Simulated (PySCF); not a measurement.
Al(Cl)2(NH2) (AlCl2H2N), SMILES [NH2][Al]([Cl])[Cl].

The structure is a stationary point at r2SCAN-D4/def2-SVP. One conformer was computed; it need not be the lowest.

Computed with TDDFT-B3LYP/def2-SVPD (PySCF).

Vertical excitations. Gas-phase values at a fixed geometry. State labels are in the subgroup C2v.

Computed lowest excited states:
| state | symmetry | energy (eV) | λ (nm) | f | main pairs |
|---|---|---|---|---|---|
| S1 | B1 | 5.58 | 222 | 0.024 | HOMO→LUMO 99 % |
| S2 | B2 | 6.73 | 184 | 0.027 | HOMO−1→LUMO 98 % |
| S3 | A1 | 6.76 | 183 | 0.064 | HOMO→LUMO+1 89 % |
| S4 | A2 | 6.90 | 180 | 0.000 | HOMO−2→LUMO 98 % |
| S5 | B1 | 7.17 | 173 | 0.025 | HOMO→LUMO+2 98 % |
| S6 | A1 | 7.21 | 172 | 0.131 | HOMO−3→LUMO 90 % |
| S7 | A2 | 7.36 | 169 | 0.000 | HOMO−1→LUMO+1 100 % |
| S8 | B1 | 7.49 | 166 | 0.116 | HOMO−4→LUMO 97 % |
| S9 | B1 | 7.76 | 160 | 0.000 | HOMO−3→LUMO+1 100 % |
| S10 | B2 | 7.82 | 158 | 0.029 | HOMO−2→LUMO+1 86 % |
| T1 | B1 | 5.24 | 237 | 0 | HOMO→LUMO 97 % |
| T2 | A1 | 5.75 | 216 | 0 | HOMO→LUMO+1 97 % |
| T3 | B2 | 6.49 | 191 | 0 | HOMO−1→LUMO 96 % |
| T4 | A2 | 6.68 | 186 | 0 | HOMO−2→LUMO 95 % |
Triplets are in the Tamm–Dancoff approximation, which puts them higher than full response would, so one can lie above its singlet here.
